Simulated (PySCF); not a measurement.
AgI, charge -1, doublet, geometry from GFN2-xTB (such geometries of metal compounds can be far from the true shape) (the multiplicity is a formal guess) (core potentials on Ag, I). Base run: PySCF with HF/def2-SVP.

Here is a job for PySCF.
```python
from pyscf import gto, scf

mol = gto.Mole()
mol.atom = '''
    Ag   -0.00000000   -0.00000000   -1.61329523
    I     0.00000000    0.00000000    1.43065803
'''
mol.basis = 'def2-svp'
mol.ecp = {'Ag': 'def2-svp', 'I': 'def2-svp'}
mol.charge = -1
mol.spin = 1
mol.verbose = 4
mol.build()

mf = scf.UHF(mol)
mf.kernel()
```

The base run was repeated with changes; each row names its change, and settings that it needs were set with it.

| change | basis functions | E (Eh) | HOMO (eV) |
|---|---|---|---|
| base | 57 | -442.83684 | -1.62 |
| basis = Sapporo-DKH3-DZP-2012; relativity = none (without mol.ecp = {'Ag': 'def2-svp', 'I': 'def2-svp'}) | 101 | -11767.52988 | -1.01 |
| basis = Sapporo-DKH3-DZP-2012; relativity = spin-free X2C (without mol.ecp = {'Ag': 'def2-svp', 'I': 'def2-svp'}) | 101 | -12425.09426 | -1.60 |
| basis = x2c-SVPall; relativity = none (without mol.ecp = {'Ag': 'def2-svp', 'I': 'def2-svp'}) | 89 | -11831.21886 | -1.05 |
| basis = jorge-DZP-DKH; relativity = spin-free X2C; nucleus = Gaussian (with mol.nucmod = 'G'; without mol.ecp = {'Ag': 'def2-svp', 'I': 'def2-svp'}) | 96 | -12416.98080 | -1.75 |
| basis = x2c-SVPall; relativity = spin-free X2C; nucleus = Gaussian (with mol.nucmod = 'G'; without mol.ecp = {'Ag': 'def2-svp', 'I': 'def2-svp'}) | 89 | -12424.29795 | -1.48 |
| basis = jorge-DZP-DKH; relativity = spin-free X2C (without mol.ecp = {'Ag': 'def2-svp', 'I': 'def2-svp'}) | 96 | -12417.27945 | -1.75 |
| basis = Sapporo-DKH3-DZP-2012; relativity = spin-free X2C; nucleus = Gaussian (with mol.nucmod = 'G'; without mol.ecp = {'Ag': 'def2-svp', 'I': 'def2-svp'}) | 101 | -12424.78352 | -1.60 |
| basis = jorge-DZP-DKH; relativity = none (without mol.ecp = {'Ag': 'def2-svp', 'I': 'def2-svp'}) | 96 | -12001.20963 | -1.50 |
| basis = x2c-SVPall; relativity = spin-free X2C (without mol.ecp = {'Ag': 'def2-svp', 'I': 'def2-svp'}) | 89 | -12424.56106 | -1.48 |

Totals shift with the method and basis; they matter in differences.

Open shells are given as the SCF converged; they aren't shown to be the lowest states, and a large step between rows can be another state.

Basis sets contracted for a relativistic Hamiltonian are a mismatch without it, so the rows without relativity aren't non-relativistic limits. No row has spin-orbit coupling; sets with core potentials leave out the core electrons.
